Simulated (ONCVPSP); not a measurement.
# Before and after: ONCV potential for P

ONCVPSP 4.0.1 input, shortened (lines: element, Z, core and valence counts, functional; n l f; lmax; l rc ep ncon nbas qcut; lloc lpopt rc5 dvloc0; l nproj debl; icmod fcfact rcfact), PBE, non-relativistic:

```
  P 15.00    3    2        4      upf
    1    0    2.00
    2    0    2.00
    2    1    6.00
    3    0    1.50
    3    1    3.50
    1
    0    1.35    0.00    4    9    4.80
    1    1.80    0.00    4    7    4.50
    4    5    1.20    6.00
    0    2    2.50
    1    2    2.40
    0    0.00    0.00
```

Change: s: rc 1.26.

Cutoffs: the cutoffs (Ha) at which the residual kinetic energy of the hardest occupied pseudo-wave falls to 1 and 0.1 mHa per electron; they do not see the model core or the augmentation charge, which bear on the density cutoff. Errors are all-electron minus pseudo energies relative to the spin-unpolarised reference configuration.

Task: Predict the effect on cutoff, ghosts and configuration errors.

Result: The potential gets harder (9.9 Ha and 20 Ha → 11 Ha and 133 Ha); the errors of the 4 common tests hardly move; neither file shows a bound ghost. A smaller radius makes the pseudo-wave follow the all-electron one further in, where it bends more sharply, so more plane waves are needed.

```csv
quantity,base,changed
"cutoff, loose",9.9 Ha,11 Ha
"cutoff, tight",20 Ha,133 Ha
loose cutoff by channel,"s 9.9 Ha, p 4.4 Ha","s 11 Ha, p 4.4 Ha"
bound ghosts,none,none
GHOST(+) flags under 300 eV,s at 188.6 eV,none
"error for 3s2 3p3, meV [ΔE -4.21 eV]",+0.2,+0.1
"error for 3s2 3p2, meV [ΔE 5.54 eV]",-1.0,-1.1
"error for 3s2 3p1, meV [ΔE 24.69 eV]",-0.1,+0.3
"error for 3s1 3p3, meV [ΔE 14.56 eV]",+1.3,+1.1
p: phases at 1.83 bohr within 0.05 rad from the reference energy up to (Ha; the scan ends near 5),4.0,4.0
```
